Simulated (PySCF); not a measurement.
HSE06 single point of singlet H2SeS at its PBE0 minimum.

An equivalent PySCF input for this run (the driver started from the density of an earlier step):

```python
from pyscf import gto, scf, dft
mol = gto.M(atom='''
Se     0.271361     0.470062    -0.205232
S     -0.718218    -1.244125     0.475472
H      1.534967     0.576725     0.595139
H     -0.268178     1.617658     0.595139''',
    basis={'Se': 'def2-TZVP', 'S': 'def2-TZVP', 'H': 'def2-TZVP'},
    charge=0, spin=0)
mf = dft.RKS(mol, xc='HSE06')
mf.grids.atom_grid = (75, 302)
aux = {'Se': 'def2-universal-JKFIT', 'S': 'def2-universal-JKFIT', 'H': 'def2-universal-JKFIT'}
mf = mf.density_fit(auxbasis=aux)
mf.conv_tol = 1e-08
mf.diis_space = 10
mf.max_cycle = 60
mf.verbose = 4
mf.kernel()
```

Excerpt of the output:

```
init E= -2800.49406424656
  HOMO = -0.21763099113863  LUMO = -0.0472248877465414  gap/eV = 4.63699
cycle= 1 E= -2800.49412207329  delta_E= -5.78e-05  |g|= 0.013  |ddm|= 0.0276
  HOMO = -0.217836977698296  LUMO = -0.0477878751722804  gap/eV = 4.62727
cycle= 2 E= -2800.49411908807  delta_E= 2.99e-06  |g|= 0.012  |ddm|= 0.0113
  HOMO = -0.217937907264604  LUMO = -0.0473421667371436  gap/eV = 4.64215
cycle= 3 E= -2800.49413128787  delta_E= -1.22e-05  |g|= 0.00221  |ddm|= 0.00754
  HOMO = -0.217799123673977  LUMO = -0.0475074488648251  gap/eV = 4.63387
cycle= 4 E= -2800.4941326222  delta_E= -1.33e-06  |g|= 0.000496  |ddm|= 0.00275
  HOMO = -0.217876508881564  LUMO = -0.0475081359193888  gap/eV = 4.63596
cycle= 5 E= -2800.4941327113  delta_E= -8.91e-08  |g|= 0.000107  |ddm|= 0.000704
  HOMO = -0.217863265962448  LUMO = -0.0475034818730881  gap/eV = 4.63573
cycle= 6 E= -2800.49413271499  delta_E= -3.69e-09  |g|= 1.36e-05  |ddm|= 0.000123
  HOMO = -0.217864229272097  LUMO = -0.0475038252185113  gap/eV = 4.63574
Extra cycle  E= -2800.49413271501  delta_E= -1.64e-11  |g|= 1.32e-05  |ddm|= 2.14e-05
converged SCF energy = -2800.49413271501
```

This run, together with those of the ionised and electron-attached species (not shown), took 23 s on 2 threads of a shared AMD EPYC (Zen 3) host, with 97 basis functions; the process peaked at 0.98 GiB. Launch command: `OMP_NUM_THREADS=2 python axn.py task.json out`.
